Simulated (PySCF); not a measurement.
C5H3Br, SMILES C#CC(Br)=C=C. Geometry optimised at PBE0-D3(BJ)/def2-SVP. The structure was generated by enumeration, and PubChem lists no compound with its InChIKey, so it may never have been made.

The numbers are results of PySCF with PBE0-D3(BJ)/def2-SVP, not measurements.

Harmonic wavenumbers (cm⁻¹): 120, 162, 185, 338, 427, 456, 548, 606, 621, 667, 718, 894, 977, 1009, 1274, 1448, 2081, 2235, 3140, 3234, 3489. Rotational constants (GHz): 2.604, 1.867, 1.096; symmetry number 1.

Problem. Work out the zero-point energy and the ideal-gas rigid-rotor harmonic-oscillator thermochemistry at 298.15 K and 1 atm.

Solution. ZPE = ½ Σ hcν = ½ × 24631 cm⁻¹ = 147.33 kJ/mol. H − E(el) = 166.95 kJ/mol. Entropy in J/(mol K): translation 170.64, rotation 119.21, vibration 55.14, total 344.99. G − E(el) = 64.10 kJ/mol. Cp = 101.97 J/(mol K). Modes under 150 cm⁻¹ make the vibrational entropy uncertain.
